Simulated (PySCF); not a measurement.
B3LYP has the VWN-RPA correlation part, as in Gaussian. 

Z-matrix (Å, degrees):
```
Si
C 1 1.8819
H 2 1.0905 1 111.34
H 2 1.0917 3 108.17 1 -121.29
H 2 1.0940 3 108.36 4 -117.05
C 1 1.8859 2 111.08 3 177.72
H 6 1.0905 1 111.50 2 -177.08
H 6 1.0922 7 108.15 1 121.36
H 6 1.0937 7 108.35 8 117.55
S 1 2.1637 2 105.09 3 57.59
H 10 1.3437 1 95.36 2 174.87
```
Charge 0, spin multiplicity 2.

Question: What total energy, dipole moment and highest occupied spin orbital does B3LYP-D3(BJ)/def2-TZVP (PySCF) give?

Answer: 
```json
{
  "total_energy": "-20904.57 eV",
  "dipole_moment": "1.50 D",
  "highest_occupied_spin_orbital": "-5.18 eV"
}
```
